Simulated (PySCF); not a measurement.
## From computed data to an observable: oscillator strength and radiative lifetime

C2H7O, SMILES CC[OH2+], charge +1.

The structure is a stationary point at B3LYP-D3(BJ)/def2-TZVP. The isomer is the one that the SMILES or the coordinates give; other isomers of the formula were not compared.

PySCF 2.14.0 with TDDFT-ωB97X/def2-SVPD puts the first singlet state with f over 0.02 at 10.38 eV (vertical), with the transition dipole (0.031, -0.783, 0.000) in atomic units.

Find the oscillator strength, the wavelength and the radiative lifetime that this transition would have in vacuum if emission retraced absorption.


|μ|² = 0.6140 au, so |μ| = 1.99 D. ΔE = 10.38/27.211 = 0.3815 hartree. f = (2/3) ΔE |μ|² = 0.156 (the program prints 0.156).
λ = 1239.84/10.38 = 119 nm; ν = 83720 cm⁻¹.
Einstein's coefficient A = 0.6670 ν² f s⁻¹ (ν in cm⁻¹) = 7.3e8 s⁻¹, so τ = 1/A = 1.4 ns. This state is S3; the lower singlets have f = 0.000, 0.004. The figure is the radiative limit of this one transition; relaxation, internal conversion, crossing to triplets and a medium change what is measured.
